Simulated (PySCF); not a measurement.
# Computed properties of CH4ClFOSi, SMILES OC[Si@@H](F)Cl

CH₄ClFOSi, SMILES OC[Si@H](Cl)F. Geometry: B3LYP-D3(BJ)/def2-SVP. The structure was generated by enumeration; whether it is a known compound was not checked. One conformer was computed; it need not be the lowest. All values are computed for the isolated molecule unless a solvent is named; none is compared with measurement here.

**Structure.** All 21 harmonic modes at B3LYP-D3(BJ)/def2-SVP (PySCF) are real, so it is a minimum. With heavy atoms numbered as in [OH:1][CH2:2][Si@@H:3]([F:4])[Cl:5], the shortest bond between them is O1–C2 at 1.423 Å and the longest Si3–Cl5 at 2.061 Å.

**Vibrations.** The strongest infrared lines (harmonic, unscaled, degenerate partners summed) lie at 914 cm⁻¹ (210 km/mol, Si 44 %, F 39 %, H 17 %), 881 cm⁻¹ (169 km/mol, H 75 %, C 13 %, Si 11 %), 2264 cm⁻¹ (121 km/mol, H 97 %). The softest mode is at 74 cm⁻¹ and the zero-point energy is 34.8 kcal/mol.

**Electronic structure.** M06-2X/def2-TZVP (PySCF) places the frontier levels at -9.44 and 0.64 eV, a gap of 10.08 eV, and gives a dipole moment of 2.31 D and a mean polarisability of 50.6 bohr³. PBE/def2-TZVP (PySCF) at the same geometry gives -6.42 and -1.00 eV, so its gap is 4.66 eV narrower. An orbital gap is neither the optical nor the fundamental gap.

**Excitations.** TDDFT-CAM-B3LYP/def2-SVPD (PySCF) has S1 at 6.46 eV (192 nm, f = 0.002, weak); the most intense of the 10 singlets computed lies at 8.25 eV (f = 0.06). T1 (TDA) is at 6.05 eV. TDDFT-PBE/def2-SVPD (PySCF) puts S1 at 5.59 eV. No vertical singlet excitation falls in the visible range (under 3.1 eV).

**NMR.** GIAO shifts at PBE0/pcSseg-1 (PySCF) (non-relativistic, atoms alike by connectivity averaged): ¹³C at 58.4 ppm against TMS; ¹H from -0.3 to 5.6 ppm against TMS; ²⁹Si at 12.7 ppm against TMS; ¹⁹F at -163.9 ppm against CFCl3. Without spin–orbit terms, shifts of atoms bonded to Cl or Br come out too high.
